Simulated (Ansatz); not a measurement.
Computed with Ansatz on PBE0-D4/def2-TZVP structures; ΔE is electronic, products minus reactants. CCSD(T)/CBS is the MP2 limit (def2-TZVPP, def2-QZVPP) plus CCSD(T) − MP2 in def2-TZVPP, frozen cores. This one scheme is used for every species, atoms too. Functionals use def2-TZVPP. B3LYP here is the variant with VWN-RPA as its local correlation; programs differ in this. HSE06 is defined as in plane-wave codes. No spin–orbit coupling; open shells (•) take unrestricted orbitals. Spin–orbit coupling would lower the free atoms: a little for C, O, S, Si. Each species was taken in one conformer, which may not be the lowest.

`N[SiH](O)C=S` → C• + 5 H• + N• + O• + S• + Si•  (atomization)

| level | ΔE (kJ/mol) | difference from CCSD(T)/CBS |
| --- | --- | --- |
| revPBE-D4 | 3632.0 | -38.6 |
| B3LYP-D4 | 3654.5 | -16.1 |
| BHLYP-D4 | 3521.0 | -149.6 |
| CAM-B3LYP-D4 | 3665.8 | -4.8 |
| ωB97M-V | 3679.5 | 8.9 |
| revPBE | 3563.9 | -106.7 |
| HSE06 | 3625.3 | -45.3 |
| MP2/def2-SVP | 3408.9 | -261.7 |
| HF/def2-TZVPP | 2505.7 | -1164.9 |
| SCS-MP2/def2-QZVPP | 3692.3 | 21.7 |
| CCSD(T)/CBS | 3670.6 | 0 |

Largest T1 diagnostic among the species: 0.014.

Leaving LDA and LC-ωPBE aside and taking each functional with its dispersion term where it has one, the values, not all of them listed here, spread over 210.3 kJ/mol, from BHLYP-D4 to PBE-D4. LDA lies +511.5 kJ/mol from PBE without D4, its usual overbinding. The D4 term adds +38.1 kJ/mol with B3LYP and +20.0 kJ/mol with PBE0; it sums over pairs of atoms, weighted by their polarisabilities, and B3LYP, whose exchange is more repulsive, gets the larger term.

For atomizations the MP2-based limit and the directly extrapolated one differ by several kJ/mol either way, and by 10 to 25 for some Ge, Se and Sn compounds, so smaller differences from it don't rank the levels.
